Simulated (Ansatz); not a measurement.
`C/C=C(\F)[SiH3]` → 3 C• + F• + 7 H• + Si•  (atomization)

Gas-phase electronic energies from Ansatz, PBE0-D4/def2-TZVP geometries. CBS: MP2 limit from def2 TZ/QZ plus the TZ coupled-cluster correction, frozen cores. This one scheme is used for every species, atoms too. DFT in def2-TZVPP. B3LYP here is the variant with VWN-RPA as its local correlation; programs differ in this. Open shells (•) are unrestricted, without spin–orbit coupling. Spin–orbit coupling would lower the free atoms: a little for C, F, Si.

```csv
level,ΔE (kcal/mol),difference from CCSD(T)/CBS
LDA (SPW92),1230.7,151.8
r2SCAN-D4,1083.0,4.1
B3LYP-D4,1080.9,2.0
r2SCANh-D4,1076.8,-2.1
BHLYP-D4,1052.7,-26.2
B2PLYP,1069.3,-9.6
PBE-QIDH,1073.8,-5.1
B3LYP,1072.5,-6.4
r2SCAN0,1066.6,-12.3
LC-ωPBE,1076.7,-2.2
CCSD(T)/def2-SVP,1029.5,-49.4
MP2/def2-TZVPP,1066.3,-12.6
CCSD/def2-TZVPP,1038.8,-40.1
CCSD(T)/def2-TZVPP,1053.5,-25.4
MP2/def2-QZVPP,1081.4,2.5
HF/CBS(def2),806.6,-272.3
CCSD(T)/CBS,1078.9,0
```

Largest T1 diagnostic among the species: 0.012.

Leaving LDA and LC-ωPBE aside and taking each functional with its dispersion term where it has one, the values, not all of them listed here, spread over 47.2 kcal/mol, from BHLYP-D4 to PBE-D4. LDA lies +136.0 kcal/mol from PBE without D4, its usual overbinding. From BLYP to BHLYP (50 % exact exchange), in def2-TZVPP and without D4, ΔE moves by −20.1 kcal/mol: exact exchange takes away binding that semilocal exchange gives to molecules.

For atomizations the MP2-based limit and the directly extrapolated one differ by several kJ/mol either way, and by 10 to 25 for some Ge, Se and Sn compounds, so smaller differences from it don't rank the levels.
